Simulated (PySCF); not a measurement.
# `C#C[C@H]1C[Si@H](CF)N1`, C5H8FNSi

Molfile (atoms numbered from 1):
```
C5H8FNSi
     RDKit          3D

 16 16  0  0  0  0  0  0  0  0999 V2000
   -3.3495   -0.7528    0.4101 C   0  0  0  0  0  0  0  0  0  0  0  0
   -2.3671   -0.0988    0.2071 C   0  0  0  0  0  0  0  0  0  0  0  0
   -1.1519    0.6381   -0.0611 C   0  0  1  0  0  0  0  0  0  0  0  0
   -0.2443    0.7650    1.1784 C   0  0  0  0  0  0  0  0  0  0  0  0
    0.9204   -0.5020    0.3504 Si  0  0  2  0  0  4  0  0  0  0  0  0
    2.7230   -0.0153   -0.0657 C   0  0  0  0  0  0  0  0  0  0  0  0
    3.3905   -1.1199   -0.5599 F   0  0  0  0  0  0  0  0  0  0  0  0
   -0.1986   -0.1041   -0.8937 N   0  0  0  0  0  0  0  0  0  0  0  0
   -4.2210   -1.3061    0.5981 H   0  0  0  0  0  0  0  0  0  0  0  0
   -1.4107    1.5985   -0.5246 H   0  0  0  0  0  0  0  0  0  0  0  0
    0.1284    1.7752    1.3139 H   0  0  0  0  0  0  0  0  0  0  0  0
   -0.7316    0.4494    2.0943 H   0  0  0  0  0  0  0  0  0  0  0  0
    0.9357   -1.8340    0.9658 H   0  0  0  0  0  0  0  0  0  0  0  0
    3.2837    0.3032    0.8153 H   0  0  0  0  0  0  0  0  0  0  0  0
    2.8022    0.7595   -0.8312 H   0  0  0  0  0  0  0  0  0  0  0  0
   -0.5169   -0.5469   -1.7411 H   0  0  0  0  0  0  0  0  0  0  0  0
  1  2  3  0
  2  3  1  0
  3  4  1  0
  4  5  1  0
  5  6  1  0
  6  7  1  0
  5  8  1  0
  8  3  1  0
  1  9  1  0
  3 10  1  6
  4 11  1  0
  4 12  1  0
  5 13  1  1
  6 14  1  0
  6 15  1  0
  8 16  1  0
M  END
```

Method: TDDFT LC-wPBE/aug-cc-pVDZ circular dichroism and optical rotation, one conformer, gas phase (PySCF). Geometry: GFN2-xTB.

The molecule is flexible and this is one conformer; a measurement averages over conformers.

Problem. Assign R or S to each stereocentre.

Solution. C3 S, Si5 R.

Problem. Which excitations and rotatory strengths does the calculation give?

Solution. Rotatory strengths R in 10⁻⁴⁰ esu² cm², velocity form and length form (origin at the centre of mass); f in length form.
| state | E (eV) | λ (nm) | f | R (velocity) | R (length) | main |
| --- | --- | --- | --- | --- | --- | --- |
| 1 | 6.20 | 200 | 0.020 | +38.1 | +38.3 | HOMO→LUMO+2 0.27, HOMO→LUMO+8 0.16 |
| 2 | 6.51 | 190 | 0.002 | -0.4 | -0.3 | HOMO−1→LUMO+10 0.18, HOMO−1→LUMO+8 0.10 |
| 3 | 6.77 | 183 | 0.004 | -3.4 | -3.3 | HOMO→LUMO 0.26, HOMO→LUMO+11 0.08 |
| 4 | 6.90 | 180 | 0.001 | +0.8 | +0.7 | HOMO−2→LUMO+10 0.10, HOMO−1→LUMO+11 0.10 |
| 5 | 6.95 | 178 | 0.009 | +6.4 | +6.4 | HOMO−2→LUMO+11 0.17 |
| 6 | 7.42 | 167 | 0.008 | -5.8 | -5.6 | HOMO→LUMO+1 0.14 |
| 7 | 7.45 | 166 | 0.015 | +44.5 | +44.9 | HOMO→LUMO+1 0.17, HOMO→LUMO+3 0.10 |
| 8 | 7.54 | 165 | 0.058 | -15.8 | -16.3 | HOMO→LUMO+3 0.23, HOMO−1→LUMO 0.12 |

Among the states computed, the strongest CD band (largest |R|) is state 7. The largest dissymmetry factor in size, g = 4R/(D+G), with D and G the electric and magnetic dipole strengths, is +0.034 for state 7 (velocity form, f = 0.015), among bands with |R| over 0.5. The mirror image has the same energies and oscillator strengths and all R with the opposite sign.
